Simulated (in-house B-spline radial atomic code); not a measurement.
Radial electron density of Cl3+, [Ne] 3s2 3p2. Method: non-relativistic LC-wPBE, spin-polarised, spherical fractional occupations, point nucleus. Calculated with a B-spline radial code for spherical atoms.

Caution: exact exchange at fractional occupations of open shells leaves self-interaction of up to several eV.

Columns: r (bohr), 4πr²n(r) (electrons per bohr), bar.

```
 0.00344   0.4276 #
 0.00412   0.5993 #
 0.00493   0.8348 ##
 0.00589    1.153 ###
 0.00705    1.588 ####
 0.00843    2.167 #####
  0.0101    2.939 #######
  0.0121    3.941 #########
  0.0144    5.162 ############
  0.0172    6.697 ###############
  0.0206    8.561 ###################
  0.0247    10.71 ########################
  0.0295       13 #############################
  0.0353    15.32 ##################################
  0.0422    17.39 #######################################
  0.0505    18.92 ##########################################
  0.0604    19.59 ############################################
  0.0722    19.23 ###########################################
  0.0864    17.88 ########################################
   0.103    15.98 ####################################
   0.124    14.08 ################################
   0.148    13.17 ##############################
   0.177    13.68 ###############################
   0.211    15.49 ###################################
   0.253    17.82 ########################################
   0.302    19.22 ###########################################
   0.362    18.58 ##########################################
   0.432    15.68 ###################################
   0.517    11.33 #########################
   0.619     7.11 ################
    0.74    4.344 ##########
   0.885    3.318 #######
    1.06    3.368 ########
    1.27    3.444 ########
    1.51    2.957 #######
    1.81    1.968 ####
    2.17   0.9875 ##
    2.59   0.3759 #
     3.1   0.1022 
    3.71  0.01901 
    4.43 0.002342 
     5.3 0.0001684
```

On this grid the curve has 3 maxima, near 0.0604, 0.302, 1.27 bohr.

The 3p up radial function P(r) = rR(r), positive near the nucleus:

```
r (bohr)         P
 0.00493  0.001247
 0.00705  0.002504
  0.0101  0.005008
  0.0144  0.009816
  0.0206   0.01907
  0.0295    0.0363
  0.0422   0.06685
  0.0604    0.1179
  0.0864    0.1954
   0.124    0.2976
   0.177    0.3968
   0.253    0.4356
   0.362    0.3264
   0.517   0.01616
    0.74   -0.4343
    1.06   -0.8109
    1.51   -0.8522
    2.17    -0.533
     3.1   -0.1872
    4.43  -0.03088
```
